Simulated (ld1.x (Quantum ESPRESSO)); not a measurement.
# Transferability test, TM potential for palladium (Pd)

Pd, norm-conserving Troullier–Martins (Kleinman–Bylander form), made with ld1.x (Quantum ESPRESSO) 7.5 (PBE, scalar-relativistic). Core [Ar] 3d10 4s2, reference 4p6 4d9 5s0 5p0 (charge +1). Waves: 5s (bound, empty): rc 2.65 bohr; 4d (bound): rc 1.95 bohr; 4p (bound): rc 0.95 bohr. Local part: the p channel. Core correction: Bessel-smoothed model core, default radius (core density twice the valence density).

Energies are relative to the spin-unpolarised reference configuration 4p6 4d9 5s0 5p0; without spin polarisation the order of configurations can differ from experiment.

| valence configuration | charge | ΔE all-electron (eV) | error AE − PS (meV) |
| --- | --- | --- | --- |
| 4p6 4d7 5s0 5p0 | +3 | 55.178 | -29 |
| 4p6 4d9.5 5s0 5p0 | +0.5 | -5.882 | -0.6 |
| 4p6 4d9 5s0 5p1 | 0 | -3.877 | +12 |
| 4p6 4d9 5s1 5p0 | 0 | -7.614 | -7.1 |
| 4p6 4d8 5s1 5p0 | +1 | 4.525 | -40 |

Task: What are ΔE and the potential's error for 4p6 4d8 5s0 5p0?

Result: ΔE = 20.818 eV all-electron; the error (AE − PS) is -6.6 meV.

Task: What are ΔE and the potential's error for 4p6 4d10 5s0 5p0?

Result: ΔE = -9.115 eV all-electron; the error (AE − PS) is -2.2 meV.

Note: ghost state, extra bound levels that the all-electron valence spectrum of the same l lacks: s at -31.6 eV. A true bound ghost makes a file unfit for plane-wave use.
